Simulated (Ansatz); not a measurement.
Geometry optimisation, RKS B3LYP/6-31G* (Ansatz 0.2.0).

input.yaml

```yaml
crystal:
  periodic: [false, false, false]
  atoms:
    - { symbol: Si, position_ang: [0.176193, -0.225503, -0.878917] }
    - { symbol: F, position_ang: [1.304137, 0.197102, 1.62709] }
    - { symbol: H, position_ang: [1.936202, -0.272769, 1.124605] }
    - { symbol: Si, position_ang: [-1.144042, 1.808509, -0.911371] }
    - { symbol: H, position_ang: [-2.61323, 1.600957, -1.036898] }
    - { symbol: H, position_ang: [-0.872267, 2.575326, 0.340953] }
    - { symbol: H, position_ang: [-0.682373, 2.65383, -2.053674] }
    - { symbol: Cl, position_ang: [-1.360919, -1.635552, -0.513287] }
basis:
  gaussian: { orbitals: "6-31G*" }
hamiltonian:
  xc: b3lyp
relax:
  f_tol: 0.03
  max_steps: 50
```

Launched with:

```bash
$ ansatz run input.yaml --threads 1 --pin off --max-ram 2048MiB --backend cpu --events-out ev --progress --plain --runs-dir out
```

Q: Where does it end, and by what steps?

A: The run converged. After 29 steps the energy has fallen by 0.237 eV; F2 moved furthest, 1.20 Å.

```tsv
step	energy less start (eV)	largest force component (eV/Å)	accepted
0	0.0000	0.354	yes
2	-0.0265	0.331	yes
4	-0.0683	0.409	yes
6	-0.0783	0.638	no
8	-0.0901	0.233	yes
10	-0.0926	0.114	yes
12	-0.1010	0.222	yes
14	-0.1068	0.133	yes
16	-0.1157	0.381	yes
18	-0.1262	0.183	yes
20	-0.1205	1.489	no
22	-0.1609	0.263	yes
24	-0.1857	1.098	yes
26	-0.2185	0.313	no
28	-0.2372	0.034	yes
29	-0.2375	0.026	yes
```

```xyz
8
Properties=species:S:1:pos:R:3
Si 0.082 -0.375 -1.193
F 1.513 0.310 0.455
H 1.060 -0.120 1.173
Si -1.074 1.727 -0.838
H -2.412 1.688 -1.503
H -1.280 2.083 0.597
H -0.294 2.830 -1.473
Cl -0.851 -1.442 0.482
```

Whether the end is a true minimum wasn't checked by a vibrational analysis.

Run time: 40 s on 1 thread of AMD EPYC 9R45 96-Core Processor (Zen 5), on a shared host, peak memory 0.18 GiB.
